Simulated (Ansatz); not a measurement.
Geometry optimisation, DFT PBE, scalar-relativistic, plane waves, PAW (Ansatz).

The input (input.yaml):

```yaml
accuracy: low
crystal:
  lattice:
    - [6.6, 0.0, 0.0]
    - [0.0, 6.6, 0.0]
    - [0.0, 0.0, 6.6]
  atoms:
    - { symbol: Nb, position: [0.0, 0.0, 0.0] }
    - { symbol: Nb, position: [0.5, 0.0, 0.0] }
    - { symbol: Nb, position: [0.0, 0.5, 0.0] }
    - { symbol: Nb, position: [0.0, 0.0, 0.5] }
    - { symbol: Nb, position: [0.25, 0.25, 0.25] }
    - { symbol: Nb, position: [0.5, 0.5, 0.0] }
    - { symbol: Nb, position: [0.5, 0.0, 0.5] }
    - { symbol: Nb, position: [0.75, 0.25, 0.25] }
    - { symbol: Nb, position: [0.0, 0.5, 0.5] }
    - { symbol: Nb, position: [0.25, 0.75, 0.25] }
    - { symbol: Nb, position: [0.25, 0.25, 0.75] }
    - { symbol: Nb, position: [0.5, 0.5, 0.5] }
    - { symbol: Nb, position: [0.75, 0.75, 0.25] }
    - { symbol: Nb, position: [0.75, 0.25, 0.75] }
    - { symbol: Nb, position: [0.25, 0.75, 0.75] }
    - { symbol: Nb, position: [0.75, 0.75, 0.75] }
    - { symbol: Na, position: [0.7371429, -0.0001067, 0.6271068] }
basis:
  ecutwfc: 420.0
kpoints:
  mp_grid: { grid: [2, 2, 2] }
hamiltonian:
  xc: pbe
scf:
  occupations: { method: fermi_dirac, width: 0.1 }
  lower_state_search: "off"
relax:
  f_tol: 0.08
  max_steps: 25
  adjacent_minimum: "off"
```

Run as:

```bash
$ ansatz run input.yaml --threads 2 --pin off --max-ram 5120MiB --backend cpu --events-out ev --progress --plain --runs-dir out
```

Q: Where does it end, and by what steps?

A: It converged. The threshold is loose, so the end isn't yet a minimum. Limits of this set-up: coarse k mesh, low accuracy level. After 9 steps the energy has fallen by 9.476 eV; Nb7 moved furthest, 0.71 Å. The start is strongly strained (largest force component 14 eV/Å).

| step | energy less start (eV) | largest force component (eV/Å) | accepted |
| --- | --- | --- | --- |
| 0 | 0.0000 | 14.463 | yes |
| 1 | -6.7927 | 5.816 | yes |
| 2 | -9.2135 | 1.146 | yes |
| 3 | -9.1323 | 0.786 | no |
| 4 | -9.4032 | 0.256 | yes |
| 5 | -9.4214 | 0.216 | yes |
| 6 | -9.4466 | 0.220 | yes |
| 7 | -9.4650 | 0.122 | yes |
| 8 | -9.4700 | 0.141 | yes |
| 9 | -9.4763 | 0.026 | yes |

```xyz
17
Lattice="6.6000 0.0000 0.0000 0.0000 6.6000 0.0000 0.0000 0.0000 6.6000" Properties=species:S:1:pos:R:3
Nb -0.007 0.001 -0.048
Nb 3.285 0.001 0.054
Nb 0.113 3.299 0.073
Nb 0.104 0.001 3.239
Nb 1.592 1.743 1.548
Nb 3.368 3.300 0.049
Nb 2.821 0.002 2.780
Nb 4.975 1.648 1.698
Nb 0.089 3.300 3.327
Nb 1.592 4.859 1.548
Nb 1.738 1.649 4.931
Nb 3.355 3.301 3.313
Nb 4.976 4.952 1.698
Nb 5.181 1.946 5.147
Nb 1.739 4.952 4.932
Nb 5.184 4.649 5.150
Na 4.360 -0.005 4.299
```

Time of the run: 59 s on 2 threads of Arm Neoverse V2, on a shared host, peak memory 0.79 GiB.
